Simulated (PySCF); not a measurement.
A structure optimised at B3LYP-D3(BJ)/def2-SVP, used in a PySCF frequency run:

```
Se
Cl 1 2.1894
Cl 1 2.3313 2 96.95
Cl 1 2.3313 2 96.95 3 -151.19
```
Charge 0, spin multiplicity 2.

### Question
Write its SMILES, formula and point group.

### Answer
Cl[Se](Cl)Cl, Cl3Se, Cs

### Question
What are its rotational constants (standard atomic weights)?

### Answer
2.9352, 1.3781, 0.97592 GHz
